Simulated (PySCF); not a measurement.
## Assigning NMR signals

Geometry (Å), atoms numbered from 1 in this order:
```xyz
16

C     2.886   -1.565    0.638
C     2.128   -0.732    1.058
Si    0.937    0.543    1.674
Si   -0.776    0.601    0.079
F    -1.790    1.753    0.692
Si   -2.092   -1.323    0.034
Si   -0.123    1.482   -1.979
H     3.556   -2.291    0.275
H     1.710    1.786    1.826
H     0.538    0.116    3.025
H    -2.577   -1.717    1.360
H    -1.284   -2.435   -0.476
H    -3.276   -1.223   -0.824
H     0.571    2.768   -1.858
H     0.811    0.549   -2.616
H    -1.226    1.697   -2.920
```

[PySCF: coordinates at the GFN2-xTB level; NMR shieldings at PBE0/pcSseg-1/GIAO; single conformer; gas phase; fast rotation and ring inversion assumed for equivalent nuclei; no relativistic terms]

δ = σ(ref) − σ, references computed at the same level: ¹³C (186.93 ppm) and ¹H (31.72 ppm) vs TMS.

Q: Assign these signals to the numbered atoms. ¹³C{¹H} NMR (computed): δ 108.1 (CH), 82.4 (C).

A: 
| δ (ppm) | atoms | environment | reason |
| --- | --- | --- | --- |
| 108.1 | C1 | terminal alkyne carbon | – |
| 82.4 | C2 | alkyne carbon | the triple bond shields along its axis, which puts it between sp3 and sp2 carbons |

Q: Assign these signals to the numbered atoms. ¹H NMR (300 MHz, computed): δ 4.67 (m, 2H), 3.73 (m, 6H), 1.89 (t, 1H).

A: 
| δ (ppm) | atoms | environment | reason |
| --- | --- | --- | --- |
| 4.67 | H9/H10 | hydrogen on a silicon bonded to C, Si | – |
| 3.73 | H11/H12/H13/H14/H15/H16 | hydrogen on a silicon bonded to Si | – |
| 1.89 | H8 | hydrogen on a terminal alkyne carbon | it lies on the axis of the triple bond, in its shielding cone |

Splittings by ¹⁹F in the carbon and heteronuclear signals aren't shown, as no couplings were computed. Shifts are as computed. Against solution values, carbons near 30 ppm lie about +3 ppm off and those near 130 ppm about +5 ppm. Of 1211 compounds with measured shifts, 218 miss one by over three times the rms of a fit or turn the order of signals round; such compounds aren't used in these exercises. Multiplicities follow the n + 1 count of equivalent neighbours, as no J values were calculated; m marks all less simple cases, F and P coupling included.
